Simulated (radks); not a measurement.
The chromium ion Cr2+ inside a hard spherical wall (all orbitals vanish at R), configuration held at [Ar] 3d4 and not refilled when levels cross. Calculated with a radial shooting solver on a logarithmic mesh with Libxc functionals: scalar-relativistic Kohn-Sham, r2SCAN, spin-polarised, spherical densities, finite nucleus; open shells are filled with parallel spins first; meta-GGA in the generalised Kohn-Sham scheme; Fermi nuclear charge, rms radius 3.6452 fm. Eigenvalues in eV for spin up, with the zero of energy where the potential of the charges vanishes at infinity; a dash marks a level that is unbound or too diffuse for the functional's potential to be trusted. A positive occupied level is held by the wall or, in an anion where self-interaction has pushed it up, behind a barrier. The pressure on the wall is -dE/dV.

R (bohr)  E (hartree)  kinetic (hartree)    e(2p)    e(3s)    e(3p)    e(3d)  e(4s, empty)  e(4p, empty)  pressure (GPa)
free      -1050.05033           1060.766  -587.57  -99.594  -69.710  -24.307       -18.493       -13.042               0
20        -1050.05033           1060.766  -587.57  -99.594  -69.710  -24.307       -18.493       -13.042        < 0.0001
15        -1050.05033           1060.766  -587.57  -99.594  -69.710  -24.307       -18.493       -13.042        < 0.0001
12        -1050.05033           1060.766  -587.57  -99.594  -69.710  -24.307       -18.493       -13.042        < 0.0001
10        -1050.05033           1060.766  -587.57  -99.594  -69.710  -24.307       -18.493       -13.040        < 0.0001
3         -1049.89159           1061.699  -583.33  -96.548  -66.737  -20.750        -2.930         8.490            95.3
2.5       -1049.51227           1063.700  -577.45  -92.702  -62.788  -15.707        17.132        31.602             522
2         -1047.89234           1071.394  -561.14  -82.030  -51.290   -1.687        70.117        87.941            3750
1.5       -1039.59421           1102.853  -513.38  -44.469  -10.811   42.052        232.37        248.74           36500
